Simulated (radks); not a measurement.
The mean radii <r> (bohr) of the occupied orbitals of an atom or ion are listed with their occupations. All-electron calculation, non-relativistic Kohn-Sham, r2SCAN, spin-polarised, spherical densities, point nucleus; meta-GGA in the generalised Kohn-Sham scheme. Program: a radial shooting solver on a logarithmic mesh with Libxc functionals.

| orbital | occ. | <r> |
|---|---|---|
| 1s down | 1 | 0.02619 |
| 1s up | 1 | 0.02619 |
| 2s up | 1 | 0.1121 |
| 2s down | 1 | 0.1121 |
| 2p up | 3 | 0.09531 |
| 2p down | 3 | 0.09531 |
| 3s up | 1 | 0.2929 |
| 3s down | 1 | 0.2928 |
| 3p up | 3 | 0.2830 |
| 3p down | 3 | 0.2830 |
| 3d up | 5 | 0.2542 |
| 3d down | 5 | 0.2542 |
| 4s up | 1 | 0.6674 |
| 4s down | 1 | 0.6674 |
| 4p up | 3 | 0.6879 |
| 4p down | 3 | 0.6879 |
| 4d up | 5 | 0.7415 |
| 4d down | 5 | 0.7416 |
| 5s up | 1 | 1.610 |
| 5s down | 1 | 1.603 |
| 5p up | 3 | 1.808 |
| 5p down | 3 | 1.793 |
| 4f up | 1 | 1.044 |
| 5d up | 2 | 2.717 |

Name the element and its charge. Open shells, if any, are filled with parallel spins first.

Answer. Z = 58, cerium, charge +1: Ce+ in [Xe] 4f1 5d2. The 1s radius gives Z: for a bare nucleus <r> = 1.5/Z, 0.02586 bohr for Z = 58, and screening makes it slightly larger (0.02619 here). The occupations add up to 57, and the charge is Z minus that.
